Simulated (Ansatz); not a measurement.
A further run on Cd3Te3H12, a cluster cut from wurtzite CdTe (hydrogen-capped).

```yaml
crystal:
  periodic: [false, false, false]
  atoms:
    - {symbol: Cd, position_ang: [-3.412431, -1.962311, 0.084368]}
    - {symbol: Cd, position_ang: [3.402971, -1.972852, 0.082627]}
    - {symbol: Cd, position_ang: [0.006850, 3.934696, 0.082582]}
    - {symbol: Te, position_ang: [-0.005413, -2.552963, -0.043456]}
    - {symbol: Te, position_ang: [-2.207443, 1.279234, -0.047472]}
    - {symbol: Te, position_ang: [2.213840, 1.273756, -0.043131]}
    - {symbol: H, position_ang: [-0.006583, -3.777320, 1.079413]}
    - {symbol: H, position_ang: [-0.003346, -3.649129, -1.292292]}
    - {symbol: H, position_ang: [-3.610920, -2.078290, -1.590163]}
    - {symbol: H, position_ang: [-3.407401, -1.957093, 1.775653]}
    - {symbol: H, position_ang: [-3.156818, 1.831178, -1.294555]}
    - {symbol: H, position_ang: [-3.264598, 1.893198, 1.077385]}
    - {symbol: H, position_ang: [3.596471, -2.083078, -1.592951]}
    - {symbol: H, position_ang: [3.402612, -1.975155, 1.773896]}
    - {symbol: H, position_ang: [3.155374, 1.812224, -1.301979]}
    - {symbol: H, position_ang: [3.283006, 1.891315, 1.068399]}
    - {symbol: H, position_ang: [0.004534, 3.930003, 1.773902]}
    - {symbol: H, position_ang: [0.009316, 4.162577, -1.592236]}
basis:
  gaussian: {orbitals: def2-TZVP}
hamiltonian: {xc: {name: RPBE}, dispersion: d3bjatm}
scf: {omitted_lower_state_checks: [starts]}
output: {forces: true}
```

```sh
$ ansatz run in.yaml --threads 4 --pin off --events-out ev --progress --plain --max-ram 4787MiB
```

It prints (some lines left out):

```
Functional definition: RPBE
2793 factors; their error is unknown
mean field evaluation 1: about -35772.7837 eV, gradient 4.7e1 eV
mean field evaluation 2: about -35769.1999 eV, gradient 7.0e1 eV
mean field evaluation 4: about -35778.5763 eV, gradient 4.2e0 eV
mean field evaluation 8: about -35778.6109 eV, gradient 3.7e-2 eV
mean field evaluation 16: about -35778.2387 eV, gradient 5.1e-4 eV
mean field -35778.23870058 eV, -1314.8260208850 hartree, gradient 1.6e-5 eV, S^2 0.000000; 0 other end points of the search recorded, 0 dependent functions left out
reference -35778.23879260 eV, -1314.8260242668 hartree; 72, 72 occupied and 270, 270 virtual orbitals, 2793 factors
Total energy: -35781.32560430 eV, -1314.9394625044 hartree
Atom 0 at    -3.412431    -1.962311     0.084368 Å, force     0.357068     0.205489    -0.024335 eV/Å
Atom 1 at     3.402971    -1.972852     0.082627 Å, force    -0.356107     0.206350    -0.022868 eV/Å
Atom 2 at     0.006850     3.934696     0.082582 Å, force    -0.000390    -0.412177    -0.023665 eV/Å
Atom 3 at    -0.005413    -2.552963    -0.043456 Å, force     0.000061     0.410176     0.035632 eV/Å
Atom 4 at    -2.207443     1.279234    -0.047472 Å, force     0.354713    -0.205966     0.035894 eV/Å
Atom 5 at     2.213840     1.273756    -0.043131 Å, force    -0.355908    -0.204690     0.037548 eV/Å
Atom 6 at    -0.006583    -3.777320     1.079413 Å, force    -0.000042    -0.119957     0.071669 eV/Å
Atom 7 at    -0.003346    -3.649129    -1.292292 Å, force    -0.000019    -0.115087    -0.085615 eV/Å
Atom 8 at    -3.610920    -2.078290    -1.590163 Å, force    -0.008858    -0.005238    -0.104775 eV/Å
Atom 9 at    -3.407401    -1.957093     1.775653 Å, force     0.007279     0.004081     0.106820 eV/Å
Atom 10 at    -3.156818     1.831178    -1.294555 Å, force    -0.099907     0.057918    -0.085466 eV/Å
Atom 11 at    -3.264598     1.893198     1.077385 Å, force    -0.103634     0.060274     0.071903 eV/Å
Atom 12 at     3.596471    -2.083078    -1.592951 Å, force     0.008480    -0.004789    -0.105150 eV/Å
Atom 13 at     3.402612    -1.975155     1.773896 Å, force    -0.006450     0.004124     0.106487 eV/Å
Atom 14 at     3.155374     1.812224    -1.301979 Å, force     0.099550     0.056938    -0.086518 eV/Å
Atom 15 at     3.283006     1.891315     1.068399 Å, force     0.104232     0.060194     0.070746 eV/Å
Atom 16 at     0.004534     3.930003     1.773902 Å, force     0.000052    -0.007945     0.106597 eV/Å
Atom 17 at     0.009316     4.162577    -1.592236 Å, force    -0.000119     0.010305    -0.104905 eV/Å
Dipole moment:    -0.000088    -0.000247    -0.070730 e Å
Checks for a lower state left out: starts
```

Hardware: 4 threads of Arm Neoverse V1 on a shared host. Wall time 9 s, peak host memory 0.7 GiB.

In the def2 sets Cd, Te take a core potential; there is no spin–orbit coupling.
